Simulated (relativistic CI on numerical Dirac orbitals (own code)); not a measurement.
**Line list: Electric-dipole lines, Tb35+**

These numbers are calculated, not measured: Dirac-Coulomb-Breit CI, orbitals from a KLI potential per configuration, QED by a radiative potential, unscaled Slater integrals (own radial code, finite nucleus).

Configurations in the expansion (outside the closed core [Ar]): 3d10 4s2, 3d10 4s 4p, 3d10 4p2, 3d10 4s 4d, 3d10 4d2, 3d10 4s 4f, 3d10 4p 4d, 3d10 4f2, 3d10 4p 4f, 3d10 4d 4f, 3d10 4s 5s, 3d10 4s 5p, 3d10 4s 5d, 3d10 4s 5f, 3d10 4s 5g, 3d10 4s 6s, 3d10 4s 6p, 3d10 4s 6d, 3d10 4s 6f, 3d10 4s 7s, 3d9 4s2 4p, 3d9 4s2 4d, 3d9 4s2 4f, 3d9 4s2 5s, 3d9 4s2 5p, 3d9 4s2 5d. Double excitations out of closed p, d and f shells are left out; levels of such configurations are missing from the list, as are those of other unlisted configurations, and high levels can miss mixing partners. These lack a partner that the ground configuration has and come out too high: 3d9 4s2 4p, 3d9 4s2 4d, 3d9 4s2 4f, 3d9 4s2 5s, 3d9 4s2 5p.

```csv
λ vac (nm),Lower,Upper,A (s⁻¹),E lower (eV),E upper (eV)
0.82562,3d10 4s2 1S_0 [1],3d9 4s2 4f 1P°_1 [168],2.11e+14,0.00,1501.71
0.85037,3d10 4s2 1S_0 [1],3d9 4s2 4f 3D°_1 [160],3.61e+13,0.00,1458.00
1.9258,3d10 4s 4p 3P°_2 [4],3d10 4s 5d 3D_3 [80],2.26e+12,116.81,760.62
2.1596,3d10 4s 4d 3D_1 [10],3d10 4s 5f 3F°_2 [95],3.60e+12,244.82,818.92
2.1942,3d10 4s 4d 3D_3 [12],3d10 4s 5f 3F°_4 [97],4.36e+12,255.15,820.20
2.2479,3d10 4s 4d 1D_2 [14],3d10 4s 5f 1F°_3 [98],2.98e+12,269.18,820.73
2.6518,3d10 4p 4d 3D°_3 [25],3d10 4s 5g 1G_4 [102],2.35e+12,384.56,852.10
2.7036,3d10 4s 4f 3F°_2 [26],3d10 4s 5g 3G_3 [99],7.93e+12,390.49,849.08
2.7102,3d10 4s 4f 3F°_3 [27],3d10 4s 5g 3G_4 [100],7.80e+12,391.80,849.27
2.7202,3d10 4s 4f 3F°_4 [28],3d10 4s 5g 3G_5 [101],8.00e+12,393.77,849.56
2.7889,3d10 4s 4f 1F°_3 [30],3d10 4s 5g 1G_4 [102],5.22e+12,407.53,852.10
6.9695,3d10 4s 4p 3P°_0 [2],3d10 4s 4d 3D_1 [10],2.88e+11,66.93,244.82
7.0816,3d10 4p2 3P_0 [6],3d10 4p 4d 3D°_1 [16],5.62e+11,154.74,329.82
7.1996,3d10 4s 4p 3P°_1 [3],3d10 4p2 3P_2 [9],3.09e+11,72.20,244.41
7.2353,3d10 4p2 1D_2 [8],3d10 4p 4d 1F°_3 [20],3.86e+11,200.50,371.86
7.2411,3d10 4p2 3P_1 [7],3d10 4p 4d 3D°_2 [19],2.23e+11,199.54,370.77
7.2557,3d10 4p 4d 3F°_3 [17],3d10 4d2 1G_4 [38],2.82e+11,332.75,503.62
7.4391,3d10 4p 4f 3G_3 [31],3d10 4d 4f 3H°_4 [52],3.59e+11,464.51,631.18
7.4562,3d10 4p 4d 3D°_1 [16],3d10 4d2 3F_2 [35],5.11e+11,329.82,496.11
8.3160,3d10 4p 4d 3F°_2 [15],3d10 4p 4f 3G_3 [31],2.27e+11,315.42,464.51
8.4067,3d10 4p 4d 1F°_3 [20],3d10 4p 4f 3F_4 [45],2.01e+11,371.86,519.34
8.4335,3d10 4d2 3F_2 [35],3d10 4d 4f 3G°_3 [59],3.53e+11,496.11,643.12
8.5118,3d10 4s 4d 3D_1 [10],3d10 4s 4f 3F°_2 [26],2.60e+11,244.82,390.49
8.5979,3d10 4p 4d 3D°_2 [19],3d10 4p 4f 1F_3 [42],2.41e+11,370.77,514.97
8.7192,3d10 4s 4d 3D_2 [11],3d10 4s 4f 3F°_3 [27],1.83e+11,249.60,391.80
8.8467,3d10 4p2 3P_2 [9],3d10 4p 4d 3D°_3 [25],2.43e+11,244.41,384.56
8.9440,3d10 4s 4d 3D_3 [12],3d10 4s 4f 3F°_4 [28],3.33e+11,255.15,393.77
8.9616,3d10 4s 4d 1D_2 [14],3d10 4s 4f 1F°_3 [30],5.25e+11,269.18,407.53
8.9626,3d10 4s 4p 3P°_2 [4],3d10 4s 4d 3D_3 [12],2.50e+11,116.81,255.15
9.0365,3d10 4s 4p 1P°_1 [5],3d10 4s 4d 1D_2 [14],4.59e+11,131.98,269.18
9.1534,3d10 4p 4d 3F°_4 [21],3d10 4d2 3F_4 [41],1.93e+11,373.71,509.16
9.1989,3d10 4p 4d 3D°_3 [25],3d10 4p 4f 3F_4 [45],1.88e+11,384.56,519.34
9.2366,3d10 4p2 3P_1 [7],3d10 4p 4d 3P°_2 [18],1.90e+11,199.54,333.78
9.3091,3d10 4p 4f 3F_4 [45],3d10 4d 4f 3G°_5 [67],3.96e+11,519.34,652.52
9.3371,3d10 4s 4p 3P°_2 [4],3d10 4s 4d 3D_2 [11],1.89e+11,116.81,249.60
9.3601,3d10 4s 4d 3D_2 [11],3d10 4p 4d 3P°_2 [24],2.60e+11,249.60,382.06
9.3750,3d10 4p2 1D_2 [8],3d10 4p 4d 3F°_3 [17],1.12e+11,200.50,332.75
9.3943,3d10 4s2 1S_0 [1],3d10 4s 4p 1P°_1 [5],2.74e+11,0.00,131.98
9.4761,3d10 4d 4f 3G°_5 [67],3d10 4f2 3H_6 [85],2.98e+11,652.52,783.36
9.5972,3d10 4p 4f 1G_4 [51],3d10 4d 4f 1H°_5 [72],4.96e+11,533.93,663.12
9.6638,3d10 4s 4p 3P°_1 [3],3d10 4p2 1D_2 [8],9.13e+10,72.20,200.50
9.7850,3d10 4p 4f 3G_5 [44],3d10 4d 4f 3H°_6 [61],2.01e+11,517.17,643.88
9.7985,3d10 4d 4f 1H°_5 [72],3d10 4f2 1I_6 [90],3.28e+11,663.12,789.65
9.8092,3d10 4s 4f 1F°_3 [30],3d10 4p 4f 1G_4 [51],4.14e+11,407.53,533.93
10.048,3d10 4s 4f 3F°_4 [28],3d10 4p 4f 3G_5 [44],2.35e+11,393.77,517.17
```

Terms are leading LS components. Brackets give the number of a level in order of energy, since labels repeat. The list gives strong lines, with weight on those to low levels, without lines whose two gauges differ by over a factor of 2.5, among the lowest 168 of 202 levels, so that lines to higher ones, which can be the strongest, are missing. Levels whose partners in the same complex of configurations lie outside the list can be far off, and so can their lines. Rates are taken at the computed energies, electric ones in the length gauge.

At this charge energies of transitions that change n are usually good to better than 1 %, and those within a shell (Δn = 0) to a few per cent.

LS names give the leading component of a level, which can be under half, so a name can repeat, a term be missing and a line seem to break the LS rules.
